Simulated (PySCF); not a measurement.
GeBrI, SMILES [I][Ge][Br] (connectivity only; charge and spin as stated), neutral, multiplicity 1. Heavy atoms are numbered as in [Ge:1]([Br:2])[I:3].

Geometry optimised at B3LYP-D3(BJ)/def2-SVP. The def2 effective core potentials stand for the cores of I; spin–orbit coupling is left out.

Calculation: M06-2X/def2-TZVPD in PySCF.

Mulliken values depend strongly on the basis, most of all with diffuse functions as here. ESP charges are fitted to the potential on shells at 1.4 to 2.0 van der Waals radii. Atomic charges (e), one atom of each kind:

```
atom  ESP fit  Mulliken
----  -------  --------
Ge1       [?]      0.37
Br2       [?]     -0.25
I3        [?]     -0.12
```

Q: What belongs in the gaps? (An estimate is asked for; the answer gives what the named calculation found.)

A: 
- Ge1, ESP fit: 0.27
- Br2, ESP fit: -0.14
- I3, ESP fit: -0.13
